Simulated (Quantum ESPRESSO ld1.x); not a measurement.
Values are calculated unless marked as measured or tabulated.
Question: All-electron atom: Ag35+ in [Ne] 3s2. Code: ld1.x of Quantum ESPRESSO 7.5. Model: scalar-relativistic Kohn-Sham, LDA (Slater exchange, Perdew-Zunger correlation), spin-unpolarised, spherical densities, point nucleus. Some entries of the table are withheld. Estimate them.

orbital,occ.,eigenvalue (eV),<r> (bohr)
1s,2,-27368.6,0.03112
2s,2,-5680.97,(1)
2p,6,-5322.65,(2)
3s,2,(3),(4)
3p,0,-2159.22,(5)
4s,0,(6),0.5945

Answer: 
(1) 2s <r> (bohr): 0.1328
(2) 2p <r> (bohr): 0.1154
(3) 3s eigenvalue (eV): -2271.21
(4) 3s <r> (bohr): 0.3210
(5) 3p <r> (bohr): 0.3102
(6) 4s eigenvalue (eV): -1208.96
